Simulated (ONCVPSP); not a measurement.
# Pseudopotential generation for Ar: ONCV, LDA (Perdew-Wang 92), scalar-relativistic.

ONCVPSP 4.0.1 input, shortened (lines: element, Z, core and valence counts, functional; n l f; lmax; l rc ep ncon nbas qcut; lloc lpopt rc5 dvloc0; l nproj debl; icmod fcfact rcfact), LDA (Perdew-Wang 92), scalar-relativistic:

```
  Ar 18.00    3    2  -001012      upf
    1    0    2.00
    2    0    2.00
    2    1    6.00
    3    0    2.00
    3    1    4.00
    1
    0    1.20    0.00    3    6    5.40
    1    1.20    0.00    3    7    7.20
    1    5    1.20    0.00
    0    2    2.20
    1    0    1.70
    3    3.25    1.60
```

All-electron outer shells of the reference configuration (LDA (PZ), scalar-relativistic, ld1.x):

| shell | level (eV) | outermost node (bohr) | outermost maximum (bohr) |
| --- | --- | --- | --- |
| 2s | -325.93 | 0.12 | 0.34 |
| 2p | -259.95 | – | 0.28 |
| 3s | -50.46 | 0.51 | 1.14 |
| 3p | -35.49 | 0.48 | 1.23 |

Task: Estimate the cutoffs (Ha) at which the residual kinetic energy of the hardest occupied pseudo-wave falls to 1 and 0.1 mHa per electron.

Result: 41 Ha and 68 Ha.

Task: What does a ghost test show?

Result: No bound ghost flagged; no localised positive-energy state flagged.

Task: Which valence shell sets the plane-wave cutoff?

Result: 3s: 41 Ha for 1 mHa per electron, against 17 Ha for 3p.

Task: Tests: 3s2 3p6; 3s2 3p5; 3s2 3p3; 3s1 3p6. Which has the largest error in its energy relative to the reference configuration, and how large is it?

Result: 3s2 3p6, with +23 meV (all-electron minus pseudo) on -44.89 eV.
